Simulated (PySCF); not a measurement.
SMILES c1cccc([SiH2][SiH2]C)c1 (C7H12Si2) at its GFN2-xTB optimised geometry (Å):

```
21

C     -1.2811    -1.0296    -3.4241
Si    -1.8354    -2.4867    -2.3340
Si    -1.4667    -1.9789    -0.1011
C     -0.4904    -0.3632     0.0000
C     -1.1411     0.8665    -0.0049
C     -0.4323     2.0539    -0.0052
C      0.9524     2.0327    -0.0044
C      1.6188     0.8188     0.0000
C      0.9009    -0.3632     0.0000
H     -0.2317    -0.7966    -3.2614
H     -1.8493    -0.1314    -3.1964
H     -1.4116    -1.2418    -4.4813
H     -3.2501    -2.7574    -2.6331
H     -1.1008    -3.6813    -2.7790
H     -2.6996    -1.7836     0.6770
H     -0.6881    -2.9983     0.6181
H     -2.2225     0.8915    -0.0046
H     -0.9584     2.9983    -0.0074
H      1.5098     2.9583    -0.0069
H      2.6996     0.7957     0.0016
H      1.4287    -1.3073     0.0029
```

Method: PySCF 2.14.0 with CAM-B3LYP/def2-SVP.

Map of the log10 of the electron density (e/bohr³), floored at −4 on the plane z = 1.0 Å:

```
|                           |
|                           |
|         ..:.. ....        |
|        .:---::----:       |
|       .:=+++===++=-.      |
|       .-+***++***+=:      |
|       :-+*#######*=:.     |
|      .:=+##%%%%%#*=-.     |
|     .:=+*#%%%%%%#*+=-.    |
|    .:=+*##%%##%%%#*+=-.   |
|    .-+*##%%#**#%%##*+-:   |
|    :-+*#%%%#**#%%%#*+=:   |
|    .-=+*#%%##*#%%##*+-:   |
|    .:-=+*#%%##%%##*+=:.   |
|   .:-==+*#%%%%%%#*+-:.    |
|  .:=+****#%%##%##+=:.     |
|  :=+#%%#####**##*+=:      |
|  :=*%@@%###*+++**+-:      |
|  :=*%@@%%##*+=====:.      |
|  :=*#%%%%%%#*=---:.       |
|  .-=*###%@@%#+-:..        |
|   :-=++*#%@%#+-.          |
|    .:-=+*#%#*=:           |
|     .::-+***+-.           |
|       .:-===-:            |
|         .:::.             |
|                           |
```
Scale: ten equal steps from -4.00 (start of ' ') to -0.972 (end of '@'), in the order ' .:-=+*#%@'; x runs from -5.00 to 5.00, y from -5.00 (bottom) to 5.00 (top).
